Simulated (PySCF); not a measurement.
**Computed NMR parameters against published values**

Bonds (- single, = double, # triple, : aromatic): N1#C2 1.152 Å, C2-C3 1.414 Å, C3:C4 1.434 Å, C4:C5 1.349 Å, C5:O6 1.356 Å, O6:C7 1.339 Å, C7:C3 1.362 Å. C4 carries H8; C5 carries H9; C7 carries H10.

Published estimates (parent shift plus substituent increments) and measurements: δ ¹H H10 7.83; H9 7.36; H8 6.52 ppm (estimated from measurements, as parent shift plus tabulated substituent increment; solution, not stated per compound (mostly CDCl3 or CCl4); Pretsch, Buehlmann, Badertscher, Structure Determination of Organic Compounds, 4th ed. (2009)).

[PySCF 2.14.0 with density-fitted response routines: coordinates at the PBE0-D3(BJ)/def2-TZVP level; NMR shieldings at PBE0/pcSseg-2/GIAO; non-relativistic; one conformer; no solvent]

(1) How close does the calculation come?

(2) How far are the unscaled ¹H shifts from the references?

## Answers

(1) 
Reference values: estimated from measurements, as parent shift plus tabulated substituent increment (solution, not stated per compound (mostly CDCl3 or CCl4); Pretsch, Buehlmann, Badertscher, Structure Determination of Organic Compounds, 4th ed. (2009)).
| atoms | quantity | reference | computed | computed, scaled |
| --- | --- | --- | --- | --- |
| H10 | δ ¹H | 7.83 | 7.98 | 7.56 |
| H9 | δ ¹H | 7.36 | 7.56 | 7.17 |
| H8 | δ ¹H | 6.52 | 6.88 | 6.54 |

Computed shifts are σ(ref) − σ with the named reference compound (TMS for H and C) calculated as an isolated molecule at the same level. The measured values may be among those fitted. Shieldings were converted by linear fits to measured shifts (mostly CDCl3, TMS scale, for H and C): ¹H: δ = 29.34 − 0.925σ (rms 0.15 ppm, 293 shifts, 0.16 ppm with the 4 outliers that the fit left out). Occasional misses reach two or three times the rms, and more in compound classes unlike the fitted ones.

(2) Mean signed difference +0.24 ppm, mean absolute 0.24 ppm over 3 comparisons; the largest is +0.36 ppm at H8 (hydrogen on an aromatic CH).
